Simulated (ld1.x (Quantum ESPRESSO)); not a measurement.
Configuration tests for Hf (Z = 72) (TM)

ld1.x (Quantum ESPRESSO) 7.5 input, shortened:

```
&input
   title='Hf', zed=72., rel=1, dft='PBE', iswitch=3,
   config='[Xe] 4f14 5d2 5f-2 6s1 6p1'
 /
 &inputp
   pseudotype=2, tm=.true., lloc=-2, rcloc=2.00,
   nlcc=.true., new_core_ps=.true.
 /
4
6S  1  0   1.00   0.00  2.65  2.65  0.0
6P  2  1   1.00   0.00  2.85  2.85  0.0
5D  3  2   2.00   0.00  2.40  2.40  0.0
5F  4  3  -2.00   0.45  3.10  3.10  0.0
 &test
   configts(1)='5d2 6s1 6p1'
 /
```

Energies are relative to the spin-unpolarised reference configuration 5d2 6s1 6p1; without spin polarisation the order of configurations can differ from experiment. Not all tests gave a result: 2 of 7 tests not solved or not reliable. Left out of the table: 5d1 6s2 6p0 (solver errors, printed error -33.4 eV); 5d2.5 6s1.5 6p0 (solver errors, printed error -50.8 eV).

Problem. Give the all-electron excitation energy and the error of the potential for: 5d2 6s2 6p0; 5d2 6s1 6p0; 5d2 6s0 6p0; 5d1 6s0 6p0; 5d1 6s2 6p1.

Solution.

| valence configuration | charge | ΔE all-electron (eV) | error AE − PS (meV) |
| --- | --- | --- | --- |
| 5d2 6s2 6p0 | 0 | -3.826 | +2.2 |
| 5d2 6s1 6p0 | +1 | 4.150 | -3.8 |
| 5d2 6s0 6p0 | +2 | 18.330 | -28 |
| 5d1 6s0 6p0 | +3 | 40.124 | -196 |
| 5d1 6s2 6p1 | 0 | -1.864 | +38 |

Levels in the configuration 5d2 6s2 6p0:

```
level  all-electron (eV)  pseudo (eV)
   5d             -2.689       -2.711
   6s             -5.108       -5.115
```

These tests converged, but a pseudo level misses the all-electron one widely, so the file describes the atom poorly there or has found another state: 5d1 6s0 6p0: empty 6s by 5.1 eV (a node warning on the way).

Note: ghost state, extra bound levels that the all-electron valence spectrum of the same l lacks: s at -4.1 eV. A true bound ghost makes a file unfit for plane-wave use.
